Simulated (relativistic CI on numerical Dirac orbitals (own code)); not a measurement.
# One change at a time: Bi⁶⁵⁺

Base calculation: Dirac-Coulomb-Breit CI, KLI orbitals optimised for each configuration, a model potential for QED, unscaled Slater integrals.

Configuration list (outside the closed core [Ne]): 3s2 3p6, 3s2 3p5 3d, 3s 3p6 3d, 3s2 3p5 4s, 3s2 3p5 4p, 3s2 3p5 4d, 3s 3p6 4s, 3s2 3p5 4f, 3p6 3d 4p, 3s 3p6 4p, 3s 3p6 4d, 3s 3p6 4f, 3s2 3p5 5s, 3s2 3p5 5p, 3s2 3p5 5d, 3s2 3p5 5f, 3s2 3p5 5g, 3s 3p6 5s, 3s 3p6 5p, 3s 3p6 5d, 3s2 3p5 6s, 3p6 3d2, 3p5 3d3, 3p5 3d2 4s, 3p5 3d2 4p, 3p5 3d2 4d, 3p6 3d 4s, 3p5 3d 4s2, 3p5 3d 4s 4p, 3p5 3d 4s 4d, 3p6 4s2, 3p5 4s2 4p, 3p5 4s2 4d. Double excitations out of closed p, d and f shells are left out; levels of such configurations are missing from the list, as are those of other unlisted configurations, and high levels can miss mixing partners. These lack a partner that the ground configuration has and come out too high: 3s2 3p5 4f, 3s2 3p5 5s, 3s2 3p5 5p, 3s2 3p5 5d, 3s2 3p5 5f.

The lowest level and the first level of each name with at least 55 % of one term (blank where a level has no safe partner in the second run):

| Level | Base (eV) | Shift (eV) |
| --- | --- | --- |
| 3s2 3p6 1S_0 | 0.00 | 0.00 |
| 3s2 3p5 3d 3P°_0 | 275.74 | +2.40 |
| 3s2 3p5 3d 3P°_1 | 289.75 | +1.16 |
| 3s2 3p5 3d 3F°_4 | 418.39 | +1.10 |
| 3s2 3p5 3d 3D°_3 | 438.14 | -0.80 |
| 3s2 3p5 3d 1P°_1 | 472.69 | -4.14 |
| 3s2 3p5 3d 3F°_2 | 892.01 | +0.91 |
| 3s 3p6 3d 3D_1 | 1156.95 | +0.64 |
| 3s 3p6 3d 3D_2 | 1165.25 | -0.15 |
| 3s 3p6 3d 3D_3 | 1290.48 | +0.66 |
| 3s 3p6 3d 1D_2 | 1307.02 | -1.04 |
| 3p6 3d2 3F_2 | 2333.75 | +0.60 |
| 3p6 3d2 3P_0 | 2363.05 | -2.08 |
| 3p6 3d2 3F_3 | 2462.65 | +1.04 |
| 3p6 3d2 1G_4 | 2479.25 | -0.67 |
| 3p6 3d2 3P_1 | 2481.89 | -0.73 |
| 3p6 3d2 3F_4 | 2601.35 | +0.44 |
| 3p6 3d2 1S_0 | 2641.78 | -3.38 |
| 3p5 3d3 3I°_7 | 2880.30 | +1.72 |
| 3p5 3d3 3P°_1 | 2882.65 | +2.00 |

At this charge energies of transitions that change n are usually good to better than 1 %, and those within a shell (Δn = 0) to a few per cent.

(1) One thing was changed in a second run, which moved the levels as shown. Which?
A. one mean potential for all configurations
B. Breit term removed
C. valence Slater integrals scaled by 0.9
D. configuration mixing switched off
E. QED terms removed

Answers

(1) C. Valence Slater integrals scaled by 0.9. Scaling acts on the splittings between terms and on the mixing, and leaves the fine structure of pure LS terms nearly alone; in jj coupling it moves the levels of one term differently.

LS names give the leading component of a level, which can be under half, so a name can repeat, a term be missing and a line seem to break the LS rules.
